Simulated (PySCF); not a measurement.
Structure problem from calculated spectra and properties.

Elements present: C, H, S and Si. Monoisotopic mass: 296.0396 u.

| Item | Value |
| --- | --- |
| UV, first state | lowest singlet excitation: 5.52 eV (224 nm, f = 0.000) [TDDFT wB97X-D/def2-SVPD] |
| Polarisability | 241.5 au [wB97X-D/def2-SVPD] |
| Rotational structure | rotational constants A, B, C: 0.436, 0.331, 0.253 GHz [PBE0-D3(BJ)/def2-SVP] |
| NMR, other nuclei | isotropic shieldings of nuclei other than C and H, by class: 351 (4 Si), 732 (2 S) ppm [GIAO PBE0/pcSseg-1] |
| 13C NMR | chemical shifts (computed TMS as zero) by class: 2.5 (8 C) ppm [GIAO PBE0/pcSseg-1] |
| Triplet | lowest triplet excitation (Tamm–Dancoff): 4.99 eV [TDA wB97X-D/def2-SVPD] |
| Dipole | 0.01 D [wB97X-D/def2-SVPD] |
| 1H NMR | chemical shifts (computed TMS as zero) by class: 0.35 (24 H) ppm [GIAO PBE0/pcSseg-1] |

The electronic properties come from PySCF, for the isolated species, density fitting. Levels stand in brackets. NMR shifts are as computed; neighbouring signals can stand in another order in a measured spectrum. The structure is a single PBE0-D3(BJ)/def2-SVP conformer in the gas phase; no vibrational or solvent corrections. NMR values are class means; diastereotopic atoms form classes of their own.

Q: Which formula fits the mass and the elements?

A: C8H24S2Si4 (calculated 296.0396). No other formula that holds each of these elements comes within 0.0003 u with a fitting electron parity and a possible valence count.

Q: What is the compound? Reason from the data.

A: Numbering: `[CH3:1][Si:2]1([CH3:3])[S:4][Si:5]([CH3:6])([CH3:7])[Si:8]([CH3:9])([CH3:10])[S:11][Si:12]1([CH3:13])[CH3:14]`. Its formula, C8H24S2Si4, gives 1 degree of unsaturation: 1 ring and 0 π bonds in the structure found. 8 carbons fall into 1 class: Si-methyl carbon [C1/C3/C6/C7/C9/C10/C13/C14] (2.5 ppm, 8 C). All hydrogens form one class (0.35 ppm): methyl hydrogen. The other shieldings belong to: 351 ppm, four-coordinate silicon [Si2/Si5/Si8/Si12]; 732 ppm, sulfur bonded to 2 Si [S4/S11]. By its constants the optimised geometry is an asymmetric top. Structure: `C[Si]1(C)S[Si](C)(C)[Si](C)(C)S[Si]1(C)C`. The assignments are read from this structure; whether some other isomer fits the data as well wasn't checked.
